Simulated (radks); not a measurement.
Problem. Excited configurations of Ba2+: one electron is placed in a higher orbital outside [Kr] 4d10 5s2 5p5. The ground configuration is [Xe]. Method: Dirac Kohn-Sham, PBE, spin-unpolarised, spherical densities, finite nucleus; open shells fill j = l - 1/2 first; Fermi nuclear charge, rms radius 4.8378 fm; computed with a radial shooting solver on a logarithmic mesh with Libxc functionals. Excitation = E - E(ground); binding = E(ion) - E, where the ion is the core of charge +3; n* = 3/sqrt(2 binding) in atomic units, and the quantum defect is n - n*.

outer orbital  excitation (eV)  binding (eV)     n*  quantum defect  eigenvalue (eV)  <r> (bohr)
5f5/2                   28.022         7.731  3.980           1.020           -6.138       5.950
6s1/2                   18.814        16.939  2.689           3.311          -14.185       3.794
6f5/2                   30.575         5.178  4.863           1.137           -4.288       10.12
7s1/2                   26.668         9.086  3.671           3.329           -7.802       6.987

Estimate the row for 4f5/2.

Solution. excitation (eV) 20.285; binding (eV) 15.468; n* 2.814; quantum defect 1.186; eigenvalue (eV) -9.189; <r> (bohr) 1.677. The Delta-SCF ionisation energy is 35.753 eV (NIST Atomic Spectra Database: 35.844 eV, measured). Self-interaction in the functional shifts the binding energies and quantum defects, so they are the method's values and not measured ones. Spin polarisation and multiplet splitting are left out, so open shells lie too high by an amount that depends on their filling.

Beside tabulated values, note that spin-unpolarised runs miss the spin-polarisation part of the exchange energy of open shells.
